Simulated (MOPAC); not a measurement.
MOPAC input (AM1):

```
AM1 FORCE THERMO(298,298) PRECISE LET CHARGE=-1 GEO-OK AUX(PRECISION=9) THREADS=1
C3HO

C     1.50775134 1    1.01822756 1    0.34562109 1
C     0.52202750 1    0.35760850 1    0.09921808 1
C    -0.60491161 1   -0.51857223 1    0.29456563 1
O    -1.38020233 1   -0.85806329 1   -0.60745938 1
H     2.36285578 1    1.58378359 1    0.58872407 1
```

Output:

```
 *******************************************************************************
 **                                                                           **
 **                              MOPAC v23.2.5                                **
 **                                                                           **
 *******************************************************************************
 ** MOPAC's Digital Object Identifier: https://doi.org/10.5281/zenodo.6511958 **
 **                                                                           **
 ** Please cite the open-source release paper for use of this MOPAC version:  **
 ** J. E. Moussa and J. J. P. Stewart (2026)                                  **
 ** MOPAC: An open-source semiempirical molecular orbital program             **
 ** J. Open Source Softw., 11(119), 8025, https://doi.org/10.21105/joss.08025 **
 *******************************************************************************

                              AM1 CALCULATION RESULTS

 *******************************************************************************
 *  AM1        - The AM1 Hamiltonian to be used
 *  GEO-OK     - OVERRIDE INTERATOMIC DISTANCE AND OTHER SAFETY CHECKS
 *
 *
 *
 *                 CHARGE ON SYSTEM = -1
 *
 *
 *
 *  LET        - OVERRIDE SOME SAFETY CHECKS
 *  PRECISE    - TIGHTER CRITERIA TO BE USED
 *  FORCE      - FORCE CALCULATION SPECIFIED
 *  AUX        - OUTPUT AUXILIARY INFORMATION
 *  THERMO     - THERMODYNAMIC QUANTITIES TO BE CALCULATED
 *******************************************************************************
AM1 FORCE THERMO(298,298) PRECISE LET CHARGE=-1 GEO-OK AUX(PRECISION=9) THREADS=1
 C3HO

   ATOM   CHEMICAL          X               Y               Z
  NUMBER   SYMBOL      (ANGSTROMS)     (ANGSTROMS)     (ANGSTROMS)

     1       C          1.50775134  *   1.01822756  *   0.34562109  *
     2       C          0.52202750  *   0.35760850  *   0.09921808  *
     3       C         -0.60491161  *  -0.51857223  *   0.29456563  *
     4       O         -1.38020233  *  -0.85806329  *  -0.60745938  *
     5       H          2.36285578  *   1.58378359  *   0.58872407  *

          CARTESIAN COORDINATES

    NO.       ATOM           X           Y           Z

     1         C          1.5078      1.0182      0.3456
     2         C          0.5220      0.3576      0.0992
     3         C         -0.6049     -0.5186      0.2946
     4         O         -1.3802     -0.8581     -0.6075
     5         H          2.3629      1.5838      0.5887

  H: (AM1): M.J.S. DEWAR ET AL, J. AM. CHEM. SOC. 107 3902-3909 (1985)
  C: (AM1): M.J.S. DEWAR ET AL, J. AM. CHEM. SOC. 107 3902-3909 (1985)
  O: (AM1): M.J.S. DEWAR ET AL, J. AM. CHEM. SOC. 107 3902-3909 (1985)

           Empirical Formula: C3 H O  =     5 atoms

      MOLECULAR POINT GROUP   :   Cs
[...]
 TRANSITION DIPOLE   1.0225         C 2 -- C 3          +8.2% ( 30.6%)      1.1%
 TRAVEL (Ang.)       0.3188         C 1 -- C 2          +6.0% ( 26.3%)      0.2%
 REDUCED MASS        0.9419         C 3 -- O 4          +2.9% ( 18.2%)      2.4%
 EFFECTIVE MASS      2.9229
 FORCE CONSTANT      0.2754

 VIBRATION          5    2A"         ATOM PAIR     ENERGY CONTRIBUTION    RADIAL
 FREQUENCY           848.24         C 1 -- H 5         +92.1% ( 95.9%)      0.0%
 TRANSITION DIPOLE   0.6680         C 1 -- C 2          +7.4% ( 27.2%)      0.0%
 TRAVEL (Ang.)       0.2674         C 2 -- C 3          +0.5% (  6.8%)      0.0%
 REDUCED MASS        1.1118
 EFFECTIVE MASS      2.7020
 FORCE CONSTANT      0.4713

 VIBRATION          6    4A'         ATOM PAIR     ENERGY CONTRIBUTION    RADIAL
 FREQUENCY           933.63         C 2 -- C 3         +45.5% (106.9%)     88.2%
 TRANSITION DIPOLE   0.1989         C 1 -- H 5         +24.0% ( 77.7%)     95.6%
 TRAVEL (Ang.)       0.1360         C 1 -- C 2         +17.1% ( 65.6%)     14.6%
 REDUCED MASS        3.9047         C 3 -- O 4         +13.3% ( 57.9%)      2.4%
 EFFECTIVE MASS     13.5686
 FORCE CONSTANT      2.0053

 VIBRATION          7    5A'         ATOM PAIR     ENERGY CONTRIBUTION    RADIAL
 FREQUENCY          2017.24         C 3 -- O 4         +71.8% ( 99.0%)    100.0%
 TRANSITION DIPOLE   6.2502         C 2 -- C 3         +25.7% ( 59.2%)     26.3%
 TRAVEL (Ang.)       0.0713         C 1 -- C 2          +2.0% ( 16.4%)     99.3%
 REDUCED MASS        6.5666         C 1 -- H 5          +0.6% (  9.0%)     98.5%
 EFFECTIVE MASS     13.5397
 FORCE CONSTANT     15.7438

 VIBRATION          8    6A'         ATOM PAIR     ENERGY CONTRIBUTION    RADIAL
 FREQUENCY          2225.35         C 1 -- C 2         +62.4% ( 99.1%)    100.0%
 TRANSITION DIPOLE   1.2877         C 2 -- C 3         +24.7% ( 62.3%)     86.2%
 TRAVEL (Ang.)       0.0752         C 1 -- H 5         +11.8% ( 43.1%)     99.8%
 REDUCED MASS        5.3644         C 3 -- O 4          +1.1% ( 13.3%)     99.1%
 EFFECTIVE MASS     11.8113
 FORCE CONSTANT     15.6519

 VIBRATION          9    7A'         ATOM PAIR     ENERGY CONTRIBUTION    RADIAL
 FREQUENCY          3489.97         C 1 -- H 5         +96.3% ( 99.7%)    100.0%
 TRANSITION DIPOLE   0.8129         C 1 -- C 2          +3.6% ( 19.3%)    100.0%
 TRAVEL (Ang.)       0.1435
 REDUCED MASS        0.9378
 EFFECTIVE MASS      1.7935
 FORCE CONSTANT      6.7299

      SYMMETRY NUMBER FOR POINT-GROUP Cs  =  1

          SYSTEM IS A GROUND STATE

 C3HO

          MOLECULE IS NOT LINEAR

          THERE ARE  9 GENUINE VIBRATIONS IN THIS SYSTEM
          THIS THERMODYNAMICS CALCULATION IS LIMITED TO
          MOLECULES WHICH HAVE NO INTERNAL ROTATIONS

                    CALCULATED THERMODYNAMIC PROPERTIES
                                          *
   TEMP. (K)   PARTITION FUNCTION   H.O.F.    ENTHALPY  HEAT CAPACITY ENTROPY
                                   KCAL/MOL   CAL/MOLE    CAL/K/MOL  CAL/K/MOL

 298.00  VIB.     0.2178D+01                   816.5889     6.2705     4.2872
         ROT.     0.1598D+05                   888.2803     2.9808    22.2149
         INT.     0.3480D+05                  1704.8692     9.2513    26.5021
         TRA.     0.3735D+27                  1480.4672     4.9680    37.8256
         TOT.                       33.009    3185.3364    14.2193    64.3277

   *: NOTE: HEATS OF FORMATION ARE RELATIVE TO THE
            ELEMENTS IN THEIR STANDARD STATE AT 298K
              (=  Standard Enthalpy of Formation).

            Hvib:  Zero-point energy is not included.
                   frequencies of less than zero cm-1 are not included.
            Hrot = (3/2)RT
            Htra = (3/2)RT + pV = (5/2)RT

            Heat capacity is Cp, not Cv

          For more information, see: HTTP://OpenMOPAC.net/Manual/thermochemistry.html

           FORCE CONSTANT IN CARTESIAN COORDINATES (Millidynes/A)

    ATOM   CHEMICAL       X               Y               Z
   NUMBER   SYMBOL  FORCE CONSTANT  FORCE CONSTANT  FORCE CONSTANT

      1       C       23.133271        0.825799        1.131838
      2       C       21.666099        1.708218        0.544410
      3       C       13.850222        7.251079        0.004933
      4       O       11.811866        5.687394        0.029509
      5       H        6.611483        0.241140        0.325909

 **********************
 *                    *
 * JOB ENDED NORMALLY *
 *                    *
 **********************

 == MOPAC DONE ==
```

The dipole moment of an ion depends on the origin.
